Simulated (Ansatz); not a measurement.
CH6FNOSi, SMILES `N[SiH2]OCF`. Charge 0, multiplicity 1.

```xyz
11

N    -1.0791    1.8209    0.6232
Si    0.1081    0.6076    0.6056
O    -0.3725   -0.7307   -0.2624
C     0.4865   -1.5633   -0.9216
F     1.2002   -2.3335   -0.0248
H    -1.3521    2.3154   -0.2096
H    -1.8136    1.8140    1.3107
H     1.3355    1.1015   -0.0729
H     0.3510    0.2238    2.0136
H    -0.0915   -2.2465   -1.5488
H     1.2275   -1.0092   -1.5129
```

Give the diagnostics of a CCSD(T)/def2-TZVPP run (frozen core, Ansatz). (Estimate.)

The calculation gave: T1 = 0.0114, largest single amplitude 0.012, largest double 0.016, (T) share of the correlation energy 3.3 %, 9 CCSD cycles. The RHF solution is stable towards an unrestricted one. T1 lies under the customary mark of 0.02 for closed shells.
